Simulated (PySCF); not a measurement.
Two species compared at the same levels of theory.

First species: C₃H₁₂OSi₂.
Cartesian coordinates in Å at the GFN2-xTB level; atoms count from 1:
```xyz
18
C3H12OSi2 angstrom
C      2.0105   -1.3113    0.3653
O      0.8002   -1.1906   -0.3136
Si    -0.3469   -0.0296   -0.1484
C     -1.6317   -0.6190   -1.4181
C     -1.1105   -0.1063    1.6081
Si     0.5220    2.0783   -0.5788
H      2.5320   -2.1856   -0.0263
H      1.8454   -1.4440    1.4378
H      2.6333   -0.4247    0.2151
H     -2.4915    0.0435   -1.4186
H     -1.9852   -1.6222   -1.1995
H     -1.2210   -0.6284   -2.4228
H     -1.4519   -1.1109    1.8485
H     -1.9631    0.5591    1.7034
H     -0.3898    0.1832    2.3698
H      0.7501    2.3483   -2.0034
H     -0.3382    3.1627   -0.0935
H      1.8275    2.3038    0.0631
```

Second species: C3H12OSi2.
SMILES: `CC[SiH2]CO[SiH3]`

Levels: CAM-B3LYP/def2-SVPD for dipole moment, HOMO energy, LUMO energy, HOMO–LUMO gap, static isotropic polarisability and electronic spatial extent ⟨r²⟩ about the centre of nuclear charge; TDDFT CAM-B3LYP/def2-SVPD for lowest singlet excitation; TDA CAM-B3LYP/def2-SVPD for lowest triplet excitation (Tamm–Dancoff); GFN2-xTB for rotational constant A and rotational constant C. Geometries: GFN2-xTB. Each structure is a single optimised conformer of the isolated species, non-relativistic unless stated. Electronic properties by PySCF.

Dipoles, sizes and rotational constants follow the conformer. The torsions of the flexible species, by atom-mapped SMILES:
- `[CH3:1][O:2][Si:3]([CH3:4])([CH3:5])[SiH3:6]`: C1–O2–Si3–C4 180°
- `[CH3:1][CH2:2][SiH2:3][CH2:4][O:5][SiH3:6]`: C1–C2–Si3–C4 179°, C2–Si3–C4–O5 -48°, Si3–C4–O5–Si6 -73°

| property | column X | column Y |
| --- | --- | --- |
| dipole moment | 0.93 D | 0.71 D |
| HOMO energy | -8.80 eV | -8.84 eV |
| LUMO energy | 1.05 eV | 0.99 eV |
| HOMO–LUMO gap | 9.85 eV | 9.83 eV |
| lowest singlet excitation | 6.63 eV | 6.52 eV |
| lowest triplet excitation (Tamm–Dancoff) | 5.87 eV | 6.22 eV |
| static isotropic polarisability | 96.4 au | 92.7 au |
| electronic spatial extent ⟨r²⟩ about the centre of nuclear charge | 1099 bohr² | 1346 bohr² |
| rotational constant A | 2.099 GHz | 3.832 GHz |
| rotational constant C | 1.397 GHz | 0.928 GHz |

(1) Which column belongs to which species?

(2) How does each property change from the first species to the second?

Answers

(1) Column X is the first species and column Y the second. The first has 18 atoms and 66 electrons, the second 18 and 66.

(2) dipole moment -0.22 D; HOMO energy -0.04 eV; LUMO energy -0.06 eV; HOMO–LUMO gap -0.02 eV; lowest singlet excitation -0.11 eV; lowest triplet excitation (Tamm–Dancoff) +0.35 eV; static isotropic polarisability -3.7 au; electronic spatial extent ⟨r²⟩ about the centre of nuclear charge +247 bohr²; rotational constant A +1.733 GHz; rotational constant C -0.469 GHz.

On the first: The dipole matches unit charges of opposite sign 0.19 Å apart (1 e·Å = 4.8032 D). GFN2-xTB frequencies show an imaginary mode (25i cm⁻¹), so this geometry is no minimum at that level.

On the second: A dipole of 0.71 D is allowed in C1, and pure rotational transitions are dipole-allowed. S1 lies 3.31 eV below the HOMO–LUMO gap; its leading configuration is HOMO→LUMO, weight 0.89.
